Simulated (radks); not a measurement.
Spherical jellium clusters: N electrons in a uniform positive sphere of charge N and radius rs N^(1/3), rs = 2.96 bohr. Calculated with a radial shooting solver with Libxc functionals: non-relativistic Kohn-Sham, LDA (Slater exchange, Perdew-Wang correlation), spin-polarised, spherical densities. Levels are named by radial order and angular momentum (1s, 1p, 1d, 2s, ...), and open shells are averaged over m.

N = 23, configuration 1s2 1p6 1d10 2s2 1f(up 3, down 0). This is the lowest configuration that the search found. Occupied and some empty levels:

level    occupation  eigenvalue (eV)  <r> (bohr)
1s up             1          -7.5638       5.197
1s down           1          -7.4125       5.071
1p up             3          -6.2599       6.188
1p down           3          -6.0429       6.123
1d up             5          -4.6336       6.936
1d down           5          -4.3825       6.917
2s up             1          -3.8961       5.951
2s down           1          -3.7553       6.018
1f up             3          -2.7774       7.659
1f down           0          -2.5172       7.688
2p up             0          -1.9937       7.669
2p down           0          -1.8581       7.754
1g up             0         -0.80553       8.594
1g down           0         -0.56550       8.734
2d up             0         -0.49420       10.63
2d down           0         -0.39227       11.00

Energy (eV): total -35.8662, kinetic 68.591, external -2004.5, Hartree 981.15, exchange-correlation -107.14, background 1026.0.
